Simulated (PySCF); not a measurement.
Molecule: `B[C@@H]1C[C@@H]1C1CC1`, C$_{6}$H$_{11}$B.

Bonds (- single, = double, # triple, : aromatic): B1-C2, C2-C3, C3-C4, C4-C5, C5-C6, C6-C7, C4-C2, C7-C5. B1 carries H8, H9; C2 carries H10; C3 carries H11, H12; C4 carries H13; C5 carries H14; C6 carries H15, H16; C7 carries H17, H18. Stereochemistry as in B[C@@H]1C[C@@H]1C1CC1. H12 is cis to B1 on the ring; H16, H17 are cis to C4 on the ring; H11 is trans to B1 on the ring; H15, H18 are trans to C4 on the ring.

Frames of a GFN2-xTB Langevin trajectory at 300 K; GIAO PBE0/pcSseg-1 shieldings in PySCF, gas phase, non-relativistic; equivalent atoms averaged within each frame.

Scale: BF3·OEt2 for 11B (100.07 ppm); TMS for 13C (186.93 ppm), 1H (31.72 ppm) (reference shieldings calculated alike). The references are static minima.

Task: How do the shifts (ppm) fluctuate along the trajectory?

Result: 
```csv
time (fs),B1,C4,C3,C2,C6,C7,C5,H8/H9,H11,H12
250,78.3,52.4,29.0,27.0,13.0,11.8,6.5,7.30,2.20,2.15
425,81.9,49.2,40.9,37.4,10.6,20.0,14.6,7.86,2.17,3.55
625,78.1,38.1,23.2,29.7,-0.7,2.8,15.8,7.27,1.93,1.32
800,89.0,38.4,23.5,29.4,9.7,10.8,19.0,8.00,1.89,1.45
1000,90.0,41.7,22.2,26.1,7.8,9.7,26.4,7.95,1.64,0.36
mean of frames,83.4,44.0,27.8,29.9,8.0,11.0,16.4,7.68,1.97,1.77
standard deviation,5.7,6.5,7.8,4.5,5.2,6.1,7.2,0.36,0.23,1.19
```

5 frames give an uncertainty of the mean of about the standard deviation over 2.2 at best, since frames this close in time may not be independent; classical motion lacks zero-point vibration, and the reference would need the same averaging.
